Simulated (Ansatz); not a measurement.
Total energies of the cluster As6P2 (the lowest singlet isomer of a short search) from Ansatz at PBE0-D4/def2-SVP, gas phase (1 Eh = 27.2114 eV = 2625.5 kJ/mol). The reference geometry is relaxed at PBE-D4/def2-SVP.

Cartesian coordinates in Å:
```
P -1.2972 -1.2366 0.6553
P 2.0077 -0.6509 -0.0775
As -1.0983 2.4454 -0.1781
As 0.7604 -0.2422 -2.0155
As -1.5559 0.2494 -1.1485
As 0.4441 -2.3466 -0.7022
As 0.5433 -0.3183 1.8038
As 0.1958 2.0998 1.6629
```

```tsv
state	geometry	energy (Eh)
charge 0 singlet	reference	-14094.42710
charge 1 doublet	reference	-14094.12661
charge -1 doublet	reference	-14094.50164
charge -1 doublet	relaxed at PBE-D4/def2-SVP	-14094.50598
charge 0 triplet	relaxed at PBE-D4/def2-SVP	-14094.41195
charge 0 quintet	relaxed at PBE-D4/def2-SVP	-14094.32547
free P atom (quartet)	–	-341.02153
free As atom (quartet)	–	-2235.26429
```

**Question.** Work out the vertical ionisation energy to the doublet.

**Answer.** E(charge 1 doublet) − E(charge 0 singlet) = -14094.12661 − (-14094.42710) = 0.30049 Eh = 8.18 eV. For comparison, −ε of the highest occupied level is 6.67 eV at this level, 1.51 eV less.

**Question.** Work out the vertical electron affinity, to the doublet.

**Answer.** E(charge 0 singlet) − E(charge -1 doublet) = -14094.42710 − (-14094.50164) = 0.07454 Eh = 2.03 eV. The basis lacks diffuse functions, which makes affinities too small.

**Question.** Give the fundamental gap IE − EA, the Mulliken electronegativity (IE + EA)/2 and the hardness (IE − EA)/2.

**Answer.** From the values in Eh: IE − EA = 0.30049 − 0.07454 = 0.22595 Eh = 6.15 eV; (IE + EA)/2 = 5.10 eV; (IE − EA)/2 = 3.07 eV. The HOMO–LUMO gap of the same run is 3.16 eV, 2.99 eV smaller than the fundamental gap.

**Question.** How much does the charge -1 doublet relax, and what is the adiabatic electron affinity?

**Answer.** Relaxation: -14094.50164 − (-14094.50598) = 0.00434 Eh = 0.12 eV. Adiabatic electron affinity: 0.07888 Eh = 2.15 eV, without zero-point energy. 

**Question.** Which of the charge 0 states is lowest, and how far above it are the others?

**Answer.** The singlet. triplet: -14094.41195 − (-14094.42710) = 0.01515 Eh = 39.8 kJ/mol; quintet: -14094.32547 − (-14094.42710) = 0.10163 Eh = 266.8 kJ/mol. The triplet differs in its bonds from the reference. The quintet differs in its bonds from the reference.

**Question.** What is the binding energy per atom against free atoms?

**Answer.** Atoms: 2 × (-341.02153) + 6 × (-2235.26429) = -14093.62880 Eh. Binding: -14093.62880 − (-14094.42710) = 0.79830 Eh = 21.72 eV, or 2.72 eV for each of 8 atoms (no zero-point energy, no counterpoise term).

The restricted singlet is unstable towards broken spin symmetry in Hartree–Fock (as tested in another run); at PBE0-D4/def2-SVP this wasn't settled.  

The structure comes from a short search, and lower isomers may exist.
